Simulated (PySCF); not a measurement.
Radial density of Zn⁺ (zinc, charge +1)

UHF, [Ar] 3d10 4s1, 2S determinant. Calculation: PySCF 2.14, in dyall-av2z; the non-relativistic Hamiltonian (point nucleus).

```csv
r (bohr),4πr²ρ (e/bohr),4πr²(ρα − ρβ)
0.000851,0.1594,0.0001
0.00143,0.4359,0.0002
0.00241,1.163,0.0004
0.00405,2.982,0.0011
0.00681,7.147,0.0026
0.0115,15.33,0.0055
0.0193,27.27,0.0090
0.0324,36.00,0.0088
0.0545,32.32,0.0009
0.0917,30.41,0.0042
0.154,41.67,0.0217
0.259,27.40,-0.0295
0.436,21.25,-0.0091
0.734,21.40,-0.0385
1.23,6.132,0.1622
2.08,1.085,0.4912
3.49,0.2146,0.1966
5.88,0.009162,0.0091
```

Question: Where is the radial spin density 4πr²(ρα − ρβ) most negative, and why is it negative at all?

Answer: Around r = 0.734 bohr, down to -0.0385 e/bohr: exchange with the open shell polarises the paired shells in an unrestricted calculation.
